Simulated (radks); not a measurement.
Values are calculated unless marked as measured or tabulated.
Effect of the nuclear size on the mercury ion Hg+, [Xe] 4f14 5d10 6s1. Code: a radial shooting solver on a logarithmic mesh with Libxc functionals. Model: Dirac Kohn-Sham, exchange-only LDA, spin-unpolarised, spherical densities, finite nucleus; Fermi nuclear charge, rms radius 5.4648 fm. The rms radius is varied about that value; shifts are against it.

rms radius (fm)  total energy shift (eV)  density at nucleus (e/bohr^3)  1s1/2 shift (meV)  2s1/2 shift (meV)  5s1/2 shift (meV)  6s1/2 shift (meV)  6p1/2 (empty) shift (meV)  7s1/2 (empty) shift (meV)
4.8145                             -24.0                      2.438e+06              -9610              -1430              -16.7              -1.58                      0.141                     -0.152
5.1916                             -10.3                      2.363e+06              -4120               -615              -7.16             -0.680                      0.061                     -0.065
5.4648                                 0                      2.314e+06              0.000              0.000              0.000              0.000                      0.000                      0.000
5.6889                              8.68                      2.276e+06               3480                518               6.03              0.573                     -0.051                      0.055
6.4594                              40.1                       2.16e+06              16000               2390               27.8               2.64                     -0.235                      0.253

Slopes of the eigenvalues against <r^2> in GHz/fm^2, as finite differences over the two radii next to the reference (eigenvalue slopes, not the field-shift constants of lines): 1s1/2 340000, 2s1/2 50600, 5s1/2 589, 6s1/2 56.0, 6p1/2 (empty) -4.99, 7s1/2 (empty) 5.36.
